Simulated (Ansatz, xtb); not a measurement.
# GaH4InOSi: which of two structures lies lower

Structure X is a singlet given by its coordinates and structure Y is a singlet given by its coordinates. Both are isolated molecules in the gas phase, relaxed with PBE0-D3(BJ)/def2-SVP.

X (Å):

```yaml
atoms:
  - { symbol: Ga, position_ang: [-0.2541, -0.5064, -1.8732] }
  - { symbol: In, position_ang: [-0.8523, -1.8449, 0.3908] }
  - { symbol: O, position_ang: [-0.0659, 0.9488, -0.7488] }
  - { symbol: Si, position_ang: [-0.3337, 0.6735, 0.8763] }
  - { symbol: H, position_ang: [0.8820, 0.9696, 1.7001] }
  - { symbol: H, position_ang: [-1.4579, 1.5098, 1.4064] }
  - { symbol: H, position_ang: [-1.2886, -3.4325, 0.9262] }
  - { symbol: H, position_ang: [0.0248, -0.1448, -3.3855] }
```

Close contacts (Å): Ga1–In2 2.70, Ga1–O3 1.85, In2–Si4 2.62, O3–Si4 1.67, Ga1–H8 1.58, In2–H7 1.73, Si4–H5 1.50, Si4–H6 1.50.

Y (Å):

```yaml
atoms:
  - { symbol: Ga, position_ang: [-1.3495, -0.6936, 0.7427] }
  - { symbol: In, position_ang: [-0.7110, -3.0087, 2.2619] }
  - { symbol: O, position_ang: [0.1351, -1.9669, 0.3782] }
  - { symbol: Si, position_ang: [1.3213, -2.0603, -0.7891] }
  - { symbol: H, position_ang: [2.2000, -0.8512, -0.7558] }
  - { symbol: H, position_ang: [-1.1218, 0.3427, -0.4809] }
  - { symbol: H, position_ang: [2.1646, -3.2707, -0.5286] }
  - { symbol: H, position_ang: [0.7207, -2.1828, -2.1527] }
```

Close contacts (Å): Ga1–In2 2.84, Ga1–O3 1.99, In2–O3 2.31, O3–Si4 1.67, Ga1–H6 1.62, Si4–H5 1.50, Si4–H7 1.50, Si4–H8 1.50.

Task: Estimate which is lower in electronic energy at CCSD(T)/def2-SVP + ΔMP2/def2-TZVPP, and by roughly how much.

Result: The CCSD(T)/def2-SVP + ΔMP2/def2-TZVPP calculation puts structure Y lower, by 98.2 kJ/mol.

The same difference at several levels:

```
                             level              geometry  E(Y) − E(X) (kJ/mol)  departure from the last row (kJ/mol)  job, with rough time for the two
              PBE0-D3(BJ)/def2-SVP  PBE0-D3(BJ)/def2-SVP                   −84.7                                 +13.5                optimisation, 76 s
                       HF/def2-SVP  PBE0-D3(BJ)/def2-SVP                  −114.0                                 −15.8           part of the CCSD(T) run
                      MP2/def2-SVP  PBE0-D3(BJ)/def2-SVP                   −90.9                                  +7.3           part of the CCSD(T) run
                  CCSD(T)/def2-SVP  PBE0-D3(BJ)/def2-SVP                  −102.2                                  −4.0                      single point
CCSD(T)/def2-SVP + ΔMP2/def2-TZVPP  PBE0-D3(BJ)/def2-SVP                   −98.2                                                      single point, 49 s
```

The levels shown agree on the order. The largest departure from CCSD(T)/def2-SVP + ΔMP2/def2-TZVPP is that of HF/def2-SVP, 15.8 kJ/mol. Levels run at GFN2-xTB geometries aren't shown. The last row adds to CCSD(T) the change of the MP2 difference between the two basis sets, here +4.0 kJ/mol.

With harmonic frequencies from PBE0-D3(BJ)/def2-SVP (ideal gas, rigid rotor, one conformer each, 400 K, 1 atm): on the last row, ΔE + ΔZPE = −94.6, ΔH = −93.3, ΔG = −104.0 kJ/mol.

The correlated steps freeze 19 core orbitals; the filled d shell of Ga and In is correlated, in a basis made for valence electrons. Atoms past krypton carry core potentials in the def2 sets and no spin–orbit term is included. Run with Ansatz 0.2.0; the last row on 2 threads of Intel(R) Xeon(R) Platinum 8259CL CPU @ 2.50GHz (Skylake/Cascade Lake) on a shared host.
